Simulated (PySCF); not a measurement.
Isomers of C7H9OP, one GFN2-xTB conformer each. Single-point energies are computed at PBE0/pcSseg-1 (PySCF, gas phase, no added dispersion term), electronic only.

```json
{"SMILES": "COc1ccc(C)cp1", "GFN2-xTB relative energy (kcal/mol)": "38.7"}
{"SMILES": "C[P@@H](=O)c1ccccc1", "GFN2-xTB relative energy (kcal/mol)": "0.0"}
```

Conformers: `[CH3:1][O:2][c:3]1[cH:4][cH:5][c:6]([CH3:7])[cH:8][p:9]1` with C1–O2–C3–C4 180°; `[CH3:1][P@@H:2](=[O:3])[c:4]1[cH:5][cH:6][cH:7][cH:8][cH:9]1` with C1–P2–C4–C5 -116°.

Task: What does PBE0/pcSseg-1 give for the same structures?

Result: 
```
             SMILES  PBE0/pcSseg-1 E (Eh)  PBE0/pcSseg-1 (kcal/mol)  GFN2-xTB (kcal/mol)  point group
C[P@@H](=O)c1ccccc1            -688.16498                       0.0                  0.0           C1
      COc1ccc(C)cp1            -688.12477                      25.2                 38.7            –
```

Both levels put the same isomer lowest. As drawn, the lower has a P=O bond, which the higher lacks.

Task: Which frontier levels, dipoles and rotational constants go with these structures?

Result: 
| SMILES | HOMO (eV, PBE0/pcSseg-1) | LUMO (eV) | dipole (D) | A, B, C (MHz) |
| --- | --- | --- | --- | --- |
| C[P@@H](=O)c1ccccc1 | -7.65 | -0.97 | 4.16 | 3109, 924.1, 775.5 |
| COc1ccc(C)cp1 | -6.42 | -1.24 | 0.61 | 3475, 925.9, 737.9 |
